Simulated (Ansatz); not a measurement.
Start from `[OH][GeH]([OH])[O][SiH3]` and change one atom or group to get `[OH][GeH]([OH])[F]`.

Ansatz, PBE0-D4/def2-TZVP geometries, multiplicity 1. Each molecule was computed in one conformer, which needn't be the lowest.

Scalar relativity is left out up to krypton.

```
                               property  `[OH][GeH]([OH])[O][SiH3]`
HOMO–LUMO gap (ωB97M-V/def2-TZVPP) / eV                       12.56
      LUMO energy (PBE/def2-TZVPP) / eV                       -1.07
   HOMO–LUMO gap (PBE0/def2-TZVPP) / eV                        8.60
    LUMO energy (B3LYP/def2-TZVPP) / eV                       -0.45
  HOMO energy (ωB97M-V/def2-TZVPP) / eV                      -11.07
  HOMO–LUMO gap (B3LYP/def2-TZVPP) / eV                        8.09
```

What does the change do to each property? (Best estimate.)

The calculation gave: 
```
                               property  `[OH][GeH]([OH])[F]`  shift
HOMO–LUMO gap (ωB97M-V/def2-TZVPP) / eV                 13.65   1.09
      LUMO energy (PBE/def2-TZVPP) / eV                 -0.91   0.16
   HOMO–LUMO gap (PBE0/def2-TZVPP) / eV                  9.50   0.90
    LUMO energy (B3LYP/def2-TZVPP) / eV                 -0.32   0.13
  HOMO energy (ωB97M-V/def2-TZVPP) / eV                -11.84  -0.77
  HOMO–LUMO gap (B3LYP/def2-TZVPP) / eV                  8.82   0.73
```

With PBE0 the HOMO falls by 0.66 eV and the LUMO rises by 0.24 eV, so the gap widens by about 0.90 eV. PBE moves the HOMO by -0.40 eV and ωB97M-V by -0.77 eV.

B3LYP here is the variant with VWN-RPA as its local correlation; programs differ in this.
